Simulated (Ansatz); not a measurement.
Input file for `B[CH](O)[GeH3]`:

```yaml
crystal:
  periodic: [false, false, false]
  atoms:
    - {symbol: B, position_ang: [-0.363209, 1.339423, 0.337541]}
    - {symbol: C, position_ang: [0.030833, 0.022338, 0.927542]}
    - {symbol: O, position_ang: [1.307939, -0.187244, 1.412431]}
    - {symbol: Ge, position_ang: [-0.141777, -0.610299, -1.102157]}
    - {symbol: H, position_ang: [0.454050, 2.167181, 0.065524]}
    - {symbol: H, position_ang: [-1.522398, 1.495144, 0.070393]}
    - {symbol: H, position_ang: [-0.730271, -0.629591, 1.366959]}
    - {symbol: H, position_ang: [1.442820, -1.122673, 1.585654]}
    - {symbol: H, position_ang: [0.950639, -1.692525, -1.108626]}
    - {symbol: H, position_ang: [-1.523441, -1.242227, -1.319895]}
    - {symbol: H, position_ang: [0.160115, 0.403573, -2.214765]}
basis:
  gaussian: {orbitals: def2-TZVPP}
correlation: {method: ccsd_t}
output: {orbitals: {seedname: orbitals}}
```

```sh
$ ansatz run in.yaml --threads 4 --pin off --events-out ev --progress --plain --max-ram 10444MiB
```

Log, shortened:

```
Functional definition: HF
1436 factors; integrals over basis functions are off by at most 9.5e-4 eV
mean field evaluation 1: about -60320.4971 eV, gradient 3.4e1 eV
mean field evaluation 2: about -60320.6925 eV, gradient 3.5e1 eV
mean field evaluation 4: about -60323.8473 eV, gradient 4.3e0 eV
mean field evaluation 8: about -60323.9104 eV, gradient 2.6e-1 eV
mean field -60323.91093103 eV, -2216.8628377001 hartree, gradient 4.2e-6 eV, S^2 0.000000; 0 other end points of the search recorded, 0 dependent functions left out
12 core orbitals not correlated: weight in the atoms' cores, before any rotation towards them, 1.000 or more for the frozen orbitals, at most 0.000 for the correlated occupied ones
reference -60323.91093103 eV, -2216.8628377001 hartree; 17, 17 occupied and 210, 210 virtual orbitals, 1436 factors
second order -21.52824358 eV of doubles, -0.00000000 eV of singles
cycle   1  -21.75007944 eV  change   -2.2e-1 eV  update   1.1e-1
cycle   2  -22.38979176 eV  change   -6.4e-1 eV  update   3.2e-2
cycle   3  -22.49865693 eV  change   -1.1e-1 eV  update   1.7e-2
cycle   4  -22.48593140 eV  change    1.3e-2 eV  update   4.5e-3
cycle   5  -22.48391826 eV  change    2.0e-3 eV  update   2.6e-3
cycle   6  -22.48458441 eV  change   -6.7e-4 eV  update   8.9e-4
cycle   7  -22.48417086 eV  change    4.1e-4 eV  update   3.9e-4
cycle   8  -22.48419439 eV  change   -2.4e-5 eV  update   1.3e-4
cycle   9  -22.48426056 eV  change   -6.6e-5 eV  update   4.7e-5
cycle  10  -22.48425814 eV  change    2.4e-6 eV  update   1.5e-5
perturbative correction -0.85905351 eV, -0.0315696342 hartree
Total energy: -60347.25424269 eV, -2217.7206885806 hartree
```

Hardware: 4 threads of a server CPU on a shared host. Wall time 2.9 min, peak host memory 4.7 GiB.

MP2 recovers 92.2 % of the CCSD(T) correlation energy and the triples give 3.7 %; T1 = 0.0125.
